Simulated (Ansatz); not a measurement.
Relaxation of C₄H₈BF (14 atoms, charge 0, multiplicity 1), to a largest force component of 0.015 eV/Å in at most 40 steps.

These are results of RKS PBE0-D4/def2-SVP (Ansatz 0.2.0), not measurements.

```xyz
14
Properties=species:S:1:pos:R:3
C -1.702 -1.475 1.409
C -1.177 -0.713 0.431
B 0.353 -0.682 0.225
F 1.312 -1.482 1.078
C 1.039 0.166 -0.958
C 0.845 1.685 -0.717
H -1.136 -2.026 2.092
H -2.792 -1.409 1.495
H -1.791 -0.109 -0.197
H 2.126 -0.050 -0.966
H 0.562 -0.122 -1.883
H -0.216 1.936 -0.684
H 1.263 2.009 0.228
H 1.303 2.243 -1.524
```

Question: Where does it end, and by what steps?

Answer: It converged. After 34 steps the energy has fallen by 0.729 eV; H9 moved furthest, 1.10 Å.

```csv
step,energy less start (eV),largest force component (eV/Å),accepted
0,0.0000,3.214,yes
2,-0.6024,1.165,yes
4,-0.6878,0.384,yes
6,-0.6955,0.108,yes
8,-0.6973,0.031,yes
10,-0.6988,0.113,yes
12,-0.7007,0.187,yes
14,-0.7060,0.297,yes
16,-0.7062,0.328,no
18,-0.7106,0.034,yes
20,-0.7099,0.358,no
22,-0.7194,0.031,yes
24,-0.7233,0.127,yes
26,-0.7265,0.212,yes
28,-0.7278,0.051,yes
30,-0.7284,0.031,yes
32,-0.7290,0.035,yes
34,-0.7292,0.012,yes
```

```xyz
14
Properties=species:S:1:pos:R:3
C -1.690 -1.419 1.462
C -1.032 -0.485 0.759
B 0.342 -0.787 0.087
F 0.839 -2.021 0.248
C 1.199 0.216 -0.763
C 0.654 1.628 -0.940
H -1.276 -2.426 1.583
H -2.658 -1.227 1.941
H -1.486 0.509 0.663
H 2.209 0.236 -0.308
H 1.367 -0.268 -1.744
H -0.328 1.622 -1.439
H 0.522 2.136 0.028
H 1.323 2.256 -1.548
```

Whether the end is a true minimum wasn't checked by a vibrational analysis.

Run time: 93 s on 2 threads of Intel(R) Xeon(R) Platinum 8488C (Sapphire Rapids), with other jobs on the host, peak memory 0.32 GiB.
